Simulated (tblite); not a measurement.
Isomers of C6H13O2P. Computed with GFN2-xTB (tblite): harmonic, unscaled wavenumbers at the GFN2-xTB geometry, gas phase. The method is semi-empirical: single wavenumbers can be off by several per cent or more. Modes of hydrogen on phosphorus can be 10 to 20 % off. One conformer each.

Electronic energies: GFN2-xTB at the same geometries; isomer energies are rough at this level and their order can be wrong.

```tsv
SMILES	electronic energy, lowest = 0 (kJ/mol)
C=CC[P@@](=O)(O)C(C)C	114.6
CO[C@@H]1CCC[P@H](=O)C1	119.8
C=C(C)[P@H](=O)CCCO	208.6
C[P@](=O)(O)C1CCCC1	0.0
CO[C@@H]1C[C@H](C)C[P@@H]1=O	130.0
```

Question: How do GFN2-xTB zero-point energies change the relative energies?

Answer: 
```csv
SMILES,ZPE (kJ/mol),of it from modes above 1550 cm⁻¹,electronic (kJ/mol),"with ZPE, lowest = 0 (kJ/mol)",lowest mode (cm⁻¹),rings
C[P@](=O)(O)C1CCCC1,483.3,236.6,0.0,0.0,13i,1
C=CC[P@@](=O)(O)C(C)C,472.9,249.0,114.6,104.3,43,0
CO[C@@H]1CCC[P@H](=O)C1,480.4,225.1,119.8,117.0,68,1
CO[C@@H]1C[C@H](C)C[P@@H]1=O,479.4,226.2,130.0,126.0,40,1
C=C(C)[P@H](=O)CCCO,474.3,242.2,208.6,199.7,50,0
```

The zero-point energies span 10.4 kJ/mol, from `C=CC[P@@](=O)(O)C(C)C` to `C[P@](=O)(O)C1CCCC1`. Slightly imaginary modes are left out of the zero-point energy: `C[P@](=O)(O)C1CCCC1` 13.1i cm⁻¹. The order is unchanged.

Question: What do entropy and thermal enthalpy add at 298.15 K and 1 bar (rigid rotor, harmonic oscillator, one conformer each)?

Answer: 
```
                      SMILES  point group  symmetry number  S (J/(mol K))  H − H(0) (kJ/mol)  ZPE + H − H(0) − TS (kJ/mol)
       C=CC[P@@](=O)(O)C(C)C           C1                1          460.0              35.19                         371.0
     CO[C@@H]1CCC[P@H](=O)C1           C1                1          408.8              28.83                         387.4
CO[C@@H]1C[C@H](C)C[P@@H]1=O           C1                1          417.4              29.90                         384.8
         C=C(C)[P@H](=O)CCCO           C1                1          438.5              32.61                         376.2
```

Not tabulated: `C[P@](=O)(O)C1CCCC1` (lowest mode only 13i cm⁻¹).
